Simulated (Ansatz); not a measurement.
System: H₄BGeO, charge 0, doublet. H4BGeO (SMILES O[B][GeH3], doublet).
B3LYP-D3(BJ)/def2-TZVP minimum from Ansatz (an electronic-structure program):
```
Ge
H 1 1.5386
H 1 1.5386 2 108.06
H 1 1.5534 2 107.97 3 116.54
B 1 2.0817 2 109.23 3 -118.73
O 5 1.3280 1 130.41 2 -121.00
H 6 0.9700 5 118.34 1 0.00
```
Charge 0, spin multiplicity 2.

Atomisation energy term by term, kcal/mol (programs: Ansatz). Radicals and triplets start from unrestricted determinants; spin-orbit coupling is neglected. Correlated methods leave the cores frozen (noble-gas shells, and filled d and f shells in the p block). No relativity. CBS(X,Y): correlation extrapolated as X^-3, Hartree-Fock from the larger set. A bracket is a step between two methods taken in the basis named. Where a partner has so few electrons that a lower coupled-cluster level is exact, that level stands in.

| term | basis | kcal/mol |
|---|---|---|
| Hartree-Fock | cc-pVQZ | 372.16 |
| CCSD correlation | CBS(cc-pVTZ,cc-pVQZ) | 125.44 |
| (T) | CBS(cc-pVTZ,cc-pVQZ) | 7.66 |
| CCSDT(Q) - CCSD(T) | cc-pVDZ | 0.70 |
| sum: De |  | 506.0 |
